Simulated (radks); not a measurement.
Values are calculated unless marked as measured or tabulated.
The mean radii <r> (bohr) of the occupied orbitals of an atom or ion are listed with their occupations. Code: a radial shooting solver on a logarithmic mesh with Libxc functionals. Model: non-relativistic Kohn-Sham, exchange-only PBE, spin-polarised, spherical densities, point nucleus.

| orbital | occ. | <r> |
|---|---|---|
| 1s up | 1 | 0.03042 |
| 1s down | 1 | 0.03042 |
| 2s up | 1 | 0.1314 |
| 2s down | 1 | 0.1314 |
| 2p up | 3 | 0.1121 |
| 2p down | 3 | 0.1121 |
| 3s up | 1 | 0.3527 |
| 3s down | 1 | 0.3527 |
| 3p up | 3 | 0.3436 |
| 3p down | 3 | 0.3436 |
| 3d up | 5 | 0.3147 |
| 3d down | 5 | 0.3147 |
| 4s up | 1 | 0.8488 |
| 4s down | 1 | 0.8482 |
| 4p up | 3 | 0.8985 |
| 4p down | 3 | 0.8972 |
| 4d up | 5 | 1.079 |
| 4d down | 5 | 1.072 |
| 5s up | 1 | 2.213 |

Name the element and its charge. Open shells, if any, are filled with parallel spins first.

Answer. Z = 50, tin, charge +3: Sn3+ in [Kr] 4d10 5s1. The 1s radius gives Z: for a bare nucleus <r> = 1.5/Z, 0.03 bohr for Z = 50, and screening makes it slightly larger (0.03042 here). The occupations add up to 47, and the charge is Z minus that.
